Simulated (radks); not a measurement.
Q: The mean radii <r> (bohr) of the occupied orbitals of an atom or ion are listed with their occupations. Method: scalar-relativistic Kohn-Sham, PBEsol, spin-polarised, spherical densities, point nucleus; computed with a radial shooting solver on a logarithmic mesh with Libxc functionals.

| orbital | occ. | <r> |
|---|---|---|
| 1s up | 1 | 0.01715 |
| 1s down | 1 | 0.01715 |
| 2s up | 1 | 0.07221 |
| 2s down | 1 | 0.07221 |
| 2p up | 3 | 0.06506 |
| 2p down | 3 | 0.06506 |
| 3s up | 1 | 0.1837 |
| 3s down | 1 | 0.1836 |
| 3p up | 3 | 0.1837 |
| 3p down | 3 | 0.1836 |
| 3d up | 5 | 0.1653 |
| 3d down | 5 | 0.1652 |
| 4s up | 1 | 0.3629 |
| 5f up | 1 | 0.6046 |

Name the element and its charge. Open shells, if any, are filled with parallel spins first.

A: Z = 78, platinum, charge +48: Pt48+ in [Ar] 3d10 4s1 5f1. The 1s radius gives Z: for a bare nucleus <r> = (2 gamma + 1)/(2Z) with gamma = sqrt(1 - (Z/c)^2), 0.01695 bohr for Z = 78, and screening makes it slightly larger (0.01715 here). The occupations add up to 30, and the charge is Z minus that.
